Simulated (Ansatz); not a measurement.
C₄H₆F₄ (`FCC(F)CC(F)F`), one more setting.

```yaml
crystal:
  periodic: [false, false, false]
  atoms:
    - {symbol: F, position_ang: [0.959745, 2.023476, 2.021396]}
    - {symbol: C, position_ang: [1.191650, 0.969878, 1.169681]}
    - {symbol: C, position_ang: [-0.057457, 0.630904, 0.403291]}
    - {symbol: F, position_ang: [-0.350078, 1.675866, -0.462902]}
    - {symbol: C, position_ang: [0.105216, -0.636617, -0.406038]}
    - {symbol: C, position_ang: [-1.149166, -0.998731, -1.156840]}
    - {symbol: F, position_ang: [-0.928130, -2.113762, -1.898442]}
    - {symbol: F, position_ang: [-2.146654, -1.289268, -0.279167]}
    - {symbol: H, position_ang: [1.509126, 0.107701, 1.764735]}
    - {symbol: H, position_ang: [1.992683, 1.254184, 0.480042]}
    - {symbol: H, position_ang: [-0.900254, 0.547341, 1.096936]}
    - {symbol: H, position_ang: [0.353342, -1.475857, 0.249274]}
    - {symbol: H, position_ang: [0.915053, -0.514634, -1.130317]}
    - {symbol: H, position_ang: [-1.507876, -0.209781, -1.822948]}
basis:
  gaussian: {orbitals: def2-TZVPPP}
total_charge: 1
magnetization: {spin_polarized: true, initial_magnetization: 1}
hamiltonian: {xc: {name: r2SCANh}, dispersion: d4}
```

```sh
$ ansatz run in.yaml --threads 2 --pin off --events-out ev --progress --plain --max-ram 32768MiB --backend cpu
```

It prints (some lines left out):

```
Error: <dir> can't be read: No such file or directory (os error 2)
```
